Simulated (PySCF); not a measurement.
Give a GFN2-xTB geometry of isoquinoline (`c1ccc2cnccc2c1`).

Z-matrix in Å and degrees, rows numbered from 1:
```
C 
C   1  1.4055
C   2  1.3665  1  120.47
C   3  1.4096  2  120.14  1     0.02
C   4  1.4132  3  123.27  2   179.86
N   5  1.3028  4  124.11  3  -179.97
C   6  1.3423  5  118.38  4    -0.05
C   7  1.3682  6  123.63  5     0.04
C   8  1.4109  7  119.08  6     0.03
C   1  1.3666  2  120.69  3     0.06
H   1  1.0805  2  119.12  3  -179.93
H   2  1.0801  1  119.19  3   179.98
H   3  1.0807  2  120.99  1   179.98
H   5  1.0836  4  119.75  3    -0.02
H   7  1.0819  6  114.84  5  -179.98
H   8  1.0797  7  121.10  6   179.98
H  10  1.0806  1  120.83  2   179.97
```

The 2 C–N bonds span 1.303 Å (C5–N6, aromatic) to 1.342 Å (N6–C7, aromatic), a spread of 0.039 Å. The 10 heavy atoms lie in one plane (0.001 Å rms). The 9 C–C bonds span 1.367 Å (C2–C3, aromatic) to 1.420 Å (C4–C9, aromatic), a spread of 0.053 Å. The 6-membered ring C4–C5–N6–C7–C8–C9 has internal angles of 117.3° to 124.1° (sum 720°, against 720° for a flat polygon); it is planar, 0.00 Å rms from its mean plane, widest ring torsion 0°.

The geometry is computed with GFN2-xTB (gas phase).

Point group: Cs (tolerance 0.08 Å). GFN2-xTB frequencies: not computed here.
